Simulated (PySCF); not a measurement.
Harmonic spectrum computed at PBE0 in the def2-TZVP basis family (core potentials from Rb on, PySCF, no spin–orbit coupling):

| symmetry | ω (cm⁻¹) | IR (km/mol, summed over degenerate members) |
| --- | --- | --- |
| π | 144 | 57.7 |
| σ+ | 321 | 12.4 |
| σ+ | 952 | 61.6 |

Which molecule gave it? In each, all ligands are bound to the one heavy central atom.
A. GaOBr (singlet)
B. InOBr (singlet)
C. SbOBr (singlet)
D. CuOBr (triplet)
E. AlOBr (singlet)

A. It has C∞v symmetry with Ga–Br 2.223 Å, Ga–O 1.645 Å.
